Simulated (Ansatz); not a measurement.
`CC[TeH]` + `NC[SiH2]F` → `NC([TeH])[SiH2]F` + `CC`  (formal exchange of groups at a Te–C bond)

Calculated with Ansatz (gas phase, PBE0-D4/def2-TZVP geometries, no zero-point term in ΔE). CCSD(T)/CBS is the MP2 limit (def2-TZVPP, def2-QZVPP) plus CCSD(T) − MP2 in def2-TZVPP, frozen cores. This one scheme is used for every species. def2 core potentials past Kr. For Te outer-core shells are correlated without core-valence functions, which leaves a few kJ/mol of doubt a bond. One conformer a species, not always the lowest.

```json
{"species": "`CC[TeH]`", "HF/CBS(def2) energy (Eh)": "-346.25605"}
{"species": "`NC[SiH2]F`", "HF/CBS(def2) energy (Eh)": "-484.35830"}
{"species": "`NC([TeH])[SiH2]F`", "HF/CBS(def2) energy (Eh)": "-751.34882"}
{"species": "`CC`", "HF/CBS(def2) energy (Eh)": "-79.26645"}
```

Task: Work out ΔE.

Result: ΔE = (-751.34882) + (-79.26645) − (-346.25605) − (-484.35830) = -0.00092 Eh = -2.4 kJ/mol. CCSD(T)/CBS gives -22.0 kJ/mol.

Largest T1 diagnostic among the species: 0.012.

In def2-TZVPP, CCSD(T) changes the Hartree–Fock value by −17.6 kJ/mol (the triples alone add −5.1 kJ/mol) and MP2 by −21.4 kJ/mol. From PBE to PBE0 (25 % exact exchange), in def2-TZVPP and without D4, ΔE moves by +7.5 kJ/mol.
